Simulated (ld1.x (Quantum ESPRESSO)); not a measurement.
## Reading a pseudo-wave (europium (Eu))

Columns: radius, all-electron u(r) and pseudo u(r) of the 4f shell (level -8.40 eV) of europium in the configuration [Kr] 4d10 4f6 5s2 5p6 5d1 6s2 6p0; PBEsol, scalar-relativistic, TM scheme, ld1.x (Quantum ESPRESSO) 7.5.

| r (bohr) | all-electron | pseudo |
| --- | --- | --- |
| 0.103 | 0.0761 | 0.0211 |
| 0.205 | 0.3782 | 0.2339 |
| 0.308 | 0.7142 | 0.6637 |
| 0.410 | 0.9412 | 0.9854 |
| 0.513 | 1.0479 | 1.0802 |
| 0.615 | 1.0632 | 1.0677 |
| 0.718 | 1.0239 | 1.0239 |
| 0.820 | 0.9571 | 0.9571 |
| 0.923 | 0.8779 | 0.8779 |
| 1.025 | 0.7974 | 0.7974 |
| 1.128 | 0.7187 | 0.7187 |
| 1.230 | 0.6458 | 0.6458 |
| 1.332 | 0.5787 | 0.5787 |
| 1.435 | 0.5172 | 0.5172 |
| 1.538 | 0.4618 | 0.4618 |
| 1.640 | 0.4127 | 0.4127 |
| 1.743 | 0.3684 | 0.3684 |
| 1.845 | 0.3293 | 0.3293 |
| 1.948 | 0.2941 | 0.2941 |
| 2.050 | 0.2632 | 0.2632 |
| 2.153 | 0.2355 | 0.2355 |
| 2.255 | 0.2111 | 0.2111 |
| 2.358 | 0.1893 | 0.1893 |
| 2.460 | 0.1700 | 0.1700 |
| 2.562 | 0.1529 | 0.1529 |
| 2.665 | 0.1376 | 0.1376 |

(1) How many radial nodes do the two functions have?

(2) At about which radius was the pseudo-wave matched?

(3) Is the pseudo-wave norm-conserving?

## Answers

(1) The all-electron 4f function has n − l − 1 = 0; the pseudo-wave has 0.

(2) 0.75 bohr, where the columns begin to agree (steps of 0.10 bohr).

(3) Yes: the TM scheme keeps the norm inside the radius equal to the all-electron one, which fixes the energy derivative of the logarithmic derivative at the level.
